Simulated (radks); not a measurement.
Problem. Radial electron density D(r) = 4 pi r^2 rho(r) of an atom or ion with 13 electrons. Calculated with a radial shooting solver on a logarithmic mesh with Libxc functionals: scalar-relativistic Kohn-Sham, PBE, spin-unpolarised, spherical densities, point nucleus.

```
   r/bohr * D(r) (the largest magnitude, 44, reaches the edge; | marks zero)
 0.005305 |       *
 0.006637 |          *
 0.008303 |               *
  0.01031 |                    *
  0.01289 |                           *
  0.01613 |                                  *
  0.02002 |                                        *
  0.02504 |                                              *
  0.03133 |                                                *
  0.03889 |                                               *
  0.04865 |                                           *
  0.06086 |                                      *
  0.07554 |                                     *
   0.0945 |                                          *
   0.1182 |                                                  *
   0.1467 |                                                      *
   0.1836 |                                                *
   0.2297 |                                 *
   0.2873 |                  *
   0.3566 |           *
   0.4461 |          *
   0.5582 |        *
   0.6927 |    *
   0.8667 |*
    1.084 *
    1.346 *
    1.684 *
```

What is the nuclear charge?

Solution. Z = 32. The innermost maximum, from 1s, lies near gamma/Z bohr with gamma = sqrt(1 - (Z/c)^2) = 0.972, here 0.0304 bohr (found: 0.0324), and its height grows with Z. The density is that of the germanium ion Ge19+ in [Ne] 3s2 3p1; the configuration itself is not fixed sharply by these data, and Z only to about a unit. D(r) has 2 maxima, at r = 0.0324, 0.147 bohr, and minima at 0.0709 bohr, inside which lie 2.11 electrons.
